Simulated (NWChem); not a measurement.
# CH₄CrFNO; SMILES [CH3][Cr](=[NH])(=[O])[F]

No frequency run checked for a minimum.

Problem. Give the equilibrium geometry at PBE-D3(BJ)/def2-SVP (NWChem) as an XYZ file, with the point group.

Solution. point group C1; any orientation.
```
9

Cr     0.0637    -0.0554    -0.0342
O      0.7404     0.5597     1.2238
N      0.9799     0.1895    -1.3497
H      1.8756     0.6793    -1.5178
F     -0.4428    -1.6906     0.1191
C     -1.5178     1.1050    -0.3685
H     -1.2213     2.1593    -0.5150
H     -2.1662     0.9904     0.5231
H     -1.9916     0.6988    -1.2839
```
